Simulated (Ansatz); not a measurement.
CH$_{5}$Si (SMILES [CH2-][SiH3]), charge -1, singlet, at a GFN2-xTB geometry (a gas-phase anion, which may not be bound at this level); MP2/aug-cc-pVDZ (Ansatz, a quantum-chemistry and plane-wave program).

Here is a job for Ansatz.
Ansatz 0.2 input:
```yaml
crystal:
  periodic: [false, false, false]
  atoms:
    - {symbol: C, position_ang: [-0.01988719, -0.09948217, -1.26656962]}
    - {symbol: Si, position_ang: [0.00791311, 0.00755088, 0.53010163]}
    - {symbol: H, position_ang: [-0.91126202, 0.34846772, -1.73680870]}
    - {symbol: H, position_ang: [0.86775006, 0.32705096, -1.76305989]}
    - {symbol: H, position_ang: [0.03655798, 1.22911263, 1.47473221]}
    - {symbol: H, position_ang: [-1.18943448, -0.69231292, 1.11923128]}
    - {symbol: H, position_ang: [1.20492807, -0.72113763, 1.08389994]}
basis:
  gaussian:
    orbitals: aug-cc-pVDZ
total_charge: -1
magnetization: {spin_polarized: false}
correlation: {method: mp2}
```

It wrote (shortened):

```
Functional definition: HF
935 factors; integrals over basis functions are off by at most 7.7e-4 eV
mean field evaluation 1: about -8968.5823 eV, gradient 1.9e1 eV
mean field evaluation 2: about -8968.5826 eV, gradient 1.9e1 eV
mean field evaluation 4: about -8969.9824 eV, gradient 2.8e0 eV
mean field evaluation 8: about -8970.0224 eV, gradient 2.4e-3 eV
mean field -8970.02237937 eV, -329.6422423423 hartree, gradient 1.8e-6 eV, S^2 0.000000; 0 other end points of the search recorded, 0 dependent functions left out
6 core orbitals not correlated
reference -8970.02237937 eV, -329.6422423423 hartree; 7, 7 occupied and 82, 82 virtual orbitals, 935 factors
second order -7.82158359 eV of doubles, -0.00000000 eV of singles
Total energy: -8977.84396296 eV, -329.9296802375 hartree
```
